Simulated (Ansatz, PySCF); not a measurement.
Gas-phase reaction 4 R1 + R2 → 4 P1 + P2, each structure at its B3LYP-D3(BJ)/def2-TZVP stationary point, reached from a drawn start (curvature not checked).
P1, H2 (SMILES [H][H]) (charge 0, multiplicity 1):
| atom | x (Å) | y (Å) | z (Å) |
|---|---|---|---|
| H | 0.0000 | 0.0000 | 0.3720 |
| H | 0.0000 | 0.0000 | -0.3720 |
R1: HF (SMILES F), charge 0, multiplicity 1.
R2: SiH4 (SMILES [SiH4]), charge 0, multiplicity 1.
P2: SiF4 (SMILES F[Si](F)(F)F), charge 0, multiplicity 1.

P less R. No zero-point or thermal terms.

Cores are frozen in the correlated methods.

Run with Ansatz (Gaussian basis) for Hartree–Fock, density functionals and correlated methods; PySCF for the D3/D4 terms. No computed number here is a measurement.

What reaction energy does CCSD(T)/cc-pV(Q+d)Z give?

-5.36 eV

Predict the reaction energy from CAM-B3LYP-D3(BJ)/def2-TZVPP.

-5.28 eV

Estimate the reaction energy that PBE0/def2-TZVPP returns for this input.

-4.85 eV

Ansatz is an electronic-structure program.
